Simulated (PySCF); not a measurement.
F₂H₂NOTa, multiplicity 1. Atoms are numbered in the order given.

```xyz
7

Ta     0.0120    -0.0050     0.0000
N     -0.0536    -1.7736     0.0000
H     -0.0574    -2.7869     0.0000
F      0.9103     0.5589     1.5740
F      0.9103     0.5589    -1.5740
O     -1.7732     0.6573     0.0000
H     -2.6462     0.2477     0.0000
```
Charge 0, spin multiplicity 1.

Geometry: B3LYP-D3(BJ)/def2-SVP. The spin state was assumed, not searched. The structure was generated by enumeration; whether it is a known compound was not checked. The def2 effective core potentials stand for the cores of Ta; spin–orbit coupling is left out. Other conformers were not sampled.

Method: B3LYP/def2-TZVP (PySCF).

ESP charges are fitted to the potential on shells at 1.4 to 2.0 van der Waals radii. Atomic charges (e):

```json
[
 {"atom": "Ta1", "ESP fit": "?", "Mulliken": "1.58"},
 {"atom": "N2", "ESP fit": "-1.14", "Mulliken": "-0.66"},
 {"atom": "H3", "ESP fit": "?", "Mulliken": "0.23"},
 {"atom": "F4", "ESP fit": "?", "Mulliken": "-0.42"},
 {"atom": "F5", "ESP fit": "?", "Mulliken": "-0.42"},
 {"atom": "O6", "ESP fit": "-0.78", "Mulliken": "-0.66"},
 {"atom": "H7", "ESP fit": "0.45", "Mulliken": "0.35"}
]
```

Question: Some entries are withheld; supply them. (Estimate from the structure and the level; the computed values follow.)

Answer: 
- Ta1, ESP fit: 1.78
- H3, ESP fit: 0.49
- F4, ESP fit: -0.40
- F5, ESP fit: -0.40
